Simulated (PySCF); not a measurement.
benzenedithiol (C₆H₆S₂), singlet, geometry from GFN2-xTB; HF/STO-3G (PySCF).

PySCF was given this input:
```python
from pyscf import gto, scf

mol = gto.M(
    atom='''
S    -3.141169   -0.262647   -0.092957
C    -1.381954   -0.098927   -0.045531
C    -0.750859    1.100205   -0.346407
C     0.627241    1.188264   -0.298051
C     1.383098    0.077758    0.051492
S     3.147836    0.139215    0.127717
C     0.750433   -1.123790    0.352959
C    -0.624279   -1.211633    0.304722
H    -3.391638    0.994030   -0.456510
H    -1.330370    1.970300   -0.619606
H     1.109087    2.126179   -0.534008
H     3.261283    1.419147   -0.223067
H     1.342187   -1.984362    0.624151
H    -1.119309   -2.141650    0.537780
''',
    basis='sto-3g',
    charge=0,
    spin=0,
    verbose=4,
)

mf = scf.RHF(mol)
mf.kernel()
```

What the program printed (banner, timings and long lists left out):

```
PySCF version 2.14.0

[INPUT] verbose = 4
[INPUT] num. atoms = 14
[INPUT] num. electrons = 74
[INPUT] charge = 0
[INPUT] spin (= nelec alpha-beta = 2S) = 0
[INPUT] symmetry False subgroup None
[INPUT] Mole.unit = angstrom
[INPUT] Symbol           X                Y                Z      unit          X                Y                Z       unit  Magmom
[INPUT]  1 S     -3.141169000000  -0.262647000000  -0.092957000000 AA   -5.935949120974  -0.496330897439  -0.175663271361 Bohr   0.0
[INPUT]  2 C     -1.381954000000  -0.098927000000  -0.045531000000 AA   -2.611514576747  -0.186944936325  -0.086041120178 Bohr   0.0
[INPUT]  3 C     -0.750859000000   1.100205000000  -0.346407000000 AA   -1.418917868165   2.079086130877  -0.654614357632 Bohr   0.0
[INPUT]  4 C      0.627241000000   1.188264000000  -0.298051000000 AA    1.185313704098   2.245493523680  -0.563234761153 Bohr   0.0
[INPUT]  5 C      1.383098000000   0.077758000000   0.051492000000 AA    2.613676423434   0.146941323994   0.097305777606 Bohr   0.0
[INPUT]  6 S      3.147836000000   0.139215000000   0.127717000000 AA    5.948547925046   0.263078222431   0.241350151451 Bohr   0.0
[INPUT]  7 C      0.750433000000  -1.123790000000   0.352959000000 AA    1.418112844836  -2.123655321525   0.666995843200 Bohr   0.0
[INPUT]  8 C     -0.624279000000  -1.211633000000   0.304722000000 AA   -1.179716335317  -2.289654533485   0.575841124130 Bohr   0.0
[INPUT]  9 H     -3.391638000000   0.994030000000  -0.456510000000 AA   -6.409266933668   1.878444459601  -0.862678873125 Bohr   0.0
[INPUT] 10 H     -1.330370000000   1.970300000000  -0.619606000000 AA   -2.514034944338   3.723327383231  -1.170885645137 Bohr   0.0
[INPUT] 11 H      1.109087000000   2.126179000000  -0.534008000000 AA    2.095870678315   4.017896001802  -1.009128868327 Bohr   0.0
[INPUT] 12 H      3.261283000000   1.419147000000  -0.223067000000 AA    6.162931684700   2.681799160498  -0.421535537428 Bohr   0.0
[INPUT] 13 H      1.342187000000  -1.984362000000   0.624151000000 AA    2.536365837952  -3.749900711994   1.179474450373 Bohr   0.0
[INPUT] 14 H     -1.119309000000  -2.141650000000   0.537780000000 AA   -2.115187458761  -4.047131954675   1.016256915269 Bohr   0.0

nuclear repulsion = 458.266513331787
number of shells = 34
number of NR pGTOs = 162
number of NR cGTOs = 54
basis = sto-3g
ecp = {}

******** <class 'pyscf.scf.hf.RHF'> ********
method = RHF
initial guess = minao
damping factor = 0
level_shift factor = 0
DIIS = <class 'pyscf.scf.diis.CDIIS'>
diis_start_cycle = 1
diis_space = 8
diis_damp = 0
SCF conv_tol = 1e-09
SCF conv_tol_grad = None
SCF max_cycles = 50
direct_scf = True
direct_scf_tol = 1e-13
Set gradient conv threshold to 3.16228e-05
Initial guess from minao.
init E= -1016.22618875086
  HOMO = -0.160195908029111  LUMO = 0.109637521106013  gap/eV = 7.34254
cycle= 1 E= -1014.17116811131  delta_E= 2.06  |g|= 0.416  |ddm|= 5.28
  HOMO = -0.187536580570655  LUMO = 0.246189166333039  gap/eV = 11.80228
cycle= 2 E= -1014.24577466387  delta_E= -0.0746  |g|= 0.112  |ddm|= 0.827
  HOMO = -0.19900853073255  LUMO = 0.269005938311479  gap/eV = 12.73532
cycle= 3 E= -1014.25053947442  delta_E= -0.00476  |g|= 0.0394  |ddm|= 0.221
  HOMO = -0.20643980539932  LUMO = 0.265710072676618  gap/eV = 12.84785
cycle= 4 E= -1014.25119406471  delta_E= -0.000655  |g|= 0.00789  |ddm|= 0.0726
  HOMO = -0.206106926150984  LUMO = 0.264523914154318  gap/eV = 12.80652
cycle= 5 E= -1014.25123173412  delta_E= -3.77e-05  |g|= 0.00219  |ddm|= 0.0176
  HOMO = -0.205918224623437  LUMO = 0.265287301906729  gap/eV = 12.82216
cycle= 6 E= -1014.251236033  delta_E= -4.3e-06  |g|= 0.000755  |ddm|= 0.00671
  HOMO = -0.206070850266221  LUMO = 0.265307319034767  gap/eV = 12.82685
cycle= 7 E= -1014.25123645751  delta_E= -4.25e-07  |g|= 0.000198  |ddm|= 0.00227
  HOMO = -0.206107397346403  LUMO = 0.265247481898324  gap/eV = 12.82622
cycle= 8 E= -1014.25123647908  delta_E= -2.16e-08  |g|= 2.77e-05  |ddm|= 0.00051
  HOMO = -0.206106975214118  LUMO = 0.265253092485522  gap/eV = 12.82636
cycle= 9 E= -1014.25123647998  delta_E= -8.99e-10  |g|= 9.49e-06  |ddm|= 9.26e-05
  HOMO = -0.206106782455232  LUMO = 0.265253051525283  gap/eV = 12.82635
Extra cycle  E= -1014.2512364801  delta_E= -1.16e-10  |g|= 5.45e-06  |ddm|= 2.63e-05
converged SCF energy = -1014.2512364801
```
